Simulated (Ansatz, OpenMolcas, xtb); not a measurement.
## How methods differ on CH6BNO2 (SMILES OBNCO)

The species is CH6BNO2 (11 atoms), meant as a singlet with charge 0. SMILES: `OBNCO`. The shape is that of a PBE0-D4/def2-TZVP optimisation. This is a higher conformer, about 10 kJ/mol above the lowest found by a separate search.

Each level gives the HOMO–LUMO gap (eV). The values are calculated.

```csv
level,kind,program,value (eV),CPU time
GFN2-xTB,semi-empirical,xtb,6.50,under 2 s
HF/def2-SVP,Hartree–Fock,OpenMolcas,15.26,16 s
SVWN5/def2-SVP,LDA,Ansatz,5.92,5.5 s
PBE/def2-SVP,GGA,OpenMolcas,5.98,57 s
r2SCAN/def2-SVP,meta-GGA,Ansatz,6.91,14 s
M06-2X/def2-SVP,hybrid meta-GGA,OpenMolcas,10.61,69 s
CAM-B3LYP/def2-SVP,range-separated hybrid,Ansatz,10.75,11 s
B2PLYP/def2-SVP,double hybrid,OpenMolcas,10.87,39 s
```

The values span 5.92 to 15.26 eV. Orbital gaps aren't excitation energies, and those of double hybrids come from the SCF part alone; they tend to grow with the share of exact exchange. CPU times are rough (shared hosts, several kinds of processor and program).
